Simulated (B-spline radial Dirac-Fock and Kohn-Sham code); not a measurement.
**Relativistic shifts of the levels of Cr⁶⁺**

System: the Cr⁶⁺ ion, configuration 1s2 2s2 2p6 3s2 3p6.

Both columns are ΔSCF binding energies of the configuration average from a radial B-spline solver: non-relativistic Hartree-Fock with a point nucleus, and Dirac-Fock with a finite nucleus and the Coulomb interaction alone, averaged over the two j levels with weights 2j+1.

| shell | Hartree-Fock (eV) | Dirac-Fock (eV) | shift (eV) | shift (%) |
| --- | --- | --- | --- | --- |
| 1s | 6083.4 | 6129.7 | +46.39 | +0.76 |
| 2s | 825.4 | 834.6 | +9.26 | +1.12 |
| 2p | 712.8 | 714.1 | +1.24 | +0.17 |
| 3s | 195.6 | 197.2 | +1.58 | +0.81 |
| 3p | 159.3 | 159.5 | +0.22 | +0.14 |

Relativity binds 1s, 2s, 2p, 3s, 3p more strongly, among those listed most of all 2s in relative terms.

Values without a named source are computed, but for edge energies of neutral atoms, which are taken from tables.
